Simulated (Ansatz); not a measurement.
Consider the atomization: `F[P+](F)(F)[Au-][N]([SiH3])[SiH3]` → Au• + 3 F• + 6 H• + N• + P• + 2 Si•.

Computed with Ansatz on PBE0-D4/def2-TZVP structures; ΔE is electronic, products minus reactants. CCSD(T)/CBS adds triple-zeta CCSD(T) − MP2 to the extrapolated MP2 energy (def2 sets, frozen cores). This one scheme is used for every species, atoms too. Functionals use def2-TZVPP. B3LYP here is the variant with VWN-RPA as its local correlation; programs differ in this. Open shells (•) are unrestricted, without spin–orbit coupling. Spin–orbit coupling would lower the free atoms: a little for F, Si. Elements past krypton have def2 core potentials. For Au outer-core shells are correlated without core-valence functions, so the limit isn't a true one: a few kJ/mol of doubt a bond, and 10 to 20 or more in all where bonds break to atoms. One conformer a species, not always the lowest.

`F[P+](F)(F)[Au-][N]([SiH3])[SiH3]`:

```xyz
14

F    -3.368   -0.355   -2.517
P    -1.890   -0.803   -2.503
F    -1.464   -0.306   -3.902
F    -2.071   -2.308   -2.800
Au   -0.650   -0.256   -0.802
N     0.475    0.245    0.763
Si    1.020   -1.028    1.783
Si    0.980    1.884    0.880
H    -0.085   -1.981    2.085
H     1.526   -0.458    3.063
H     2.121   -1.835    1.180
H    -0.154    2.814    0.613
H     2.055    2.240   -0.093
H     1.504    2.147    2.250
```

**Question.** What is ΔE at CCSD(T)/CBS? (Estimate.)

**Answer.** Ansatz gave: +1104.2 kcal/mol.

**Question.** What do these levels give: B97M-V, ωB97X-V, PBE-QIDH, BLYP, B3LYP, r2SCANh? (Estimate.)

**Answer.** Ansatz gave: B97M-V 1093.3, ωB97X-V 1103.4, PBE-QIDH 1076.8, BLYP 1067.5, B3LYP 1068.9, r2SCANh 1083.3 kcal/mol.

Largest T1 diagnostic among the species: 0.015.

From r2SCAN to r2SCAN0 (25 % exact exchange), in def2-TZVPP and without D4, ΔE moves by −28.2 kcal/mol: exact exchange takes away binding that semilocal exchange gives to molecules. At CCSD(T), def2-SVP lies −127.2 kcal/mol from the extrapolated value and def2-TZVPP −41.9 kcal/mol: correlation converges slowly with the basis, and small sets miss more of it in the bonded molecule than in its fragments. The D4 term adds +17.1 kcal/mol with B3LYP and +9.0 kcal/mol with PBE0; it sums over pairs of atoms, weighted by their polarisabilities, and B3LYP, whose exchange is more repulsive, gets the larger term.

For atomizations the MP2-based limit and the directly extrapolated one differ by several kJ/mol either way, and by 10 to 25 for some Ge, Se and Sn compounds, so smaller differences from it don't rank the levels.
